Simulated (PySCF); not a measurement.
## Structure from 2D NMR

Compound of formula C₇H₈NP. Correlations simulated from computed shifts and the bond graph:

HSQC (one-bond C–H):
```csv
δH,δC
7.05,127.6
6.54,117.6
2.88,105.4
1.70,25.6
```

COSY cross peaks (H two or three bonds apart, from the bond graph; peaks can be absent where the dihedral angle is near 90°):
```csv
δH,δH
7.05,6.54
```

HMBC (two and three bonds, from the bond graph):
```csv
δH,δC
7.05,"127.6, 117.6"
6.54,"127.6, 117.6"
2.88,88.9
1.70,88.9
```

Carbons without hydrogens: δ 88.9.

- geometry: GFN2-xTB
- σ from GIAO-PBE0/pcSseg-1
- program: PySCF
- non-relativistic, gas phase, averaged over atoms made equivalent by symmetry, fast rotation or ring inversion, one conformer

Shifts are taken against calculated references (same method and geometry level): ¹H, ¹³C vs TMS.

Exchangeable hydrogens are left out of these lists.

Which molecule is this?

Results:

`C#CP(C)n1cccc1`.

Atom-mapped SMILES (the numbers label the heavy atoms): `[CH:1]#[C:2][P:3]([CH3:4])[n:5]1[cH:6][cH:7][cH:8][cH:9]1`; H(Xn) means a hydrogen on atom n.

δC 127.6 is C6/C9, an aromatic CH next to a ring nitrogen (δH 7.05). δC 117.6 is C7/C8, an aromatic CH (δH 6.54). δC 105.4 is C1, a terminal alkyne carbon (δH 2.88). δC 88.9 is C2, an alkyne carbon. δC 25.6 is C4, a methyl carbon bonded to P (δH 1.70). HMBC from δH 2.88 reaches the proton-free carbon C2. HMBC from δH 1.70 reaches the proton-free carbon C2. COSY links 7.05–6.54.

This is the structure that produced the data.

Shifts are as computed. Against solution values, carbons near 30 ppm lie about +3 ppm off and those near 130 ppm about +5 ppm. Of 1211 compounds with measured shifts, 218 miss one by over three times the rms of a fit or turn the order of signals round; such compounds aren't used in these exercises.
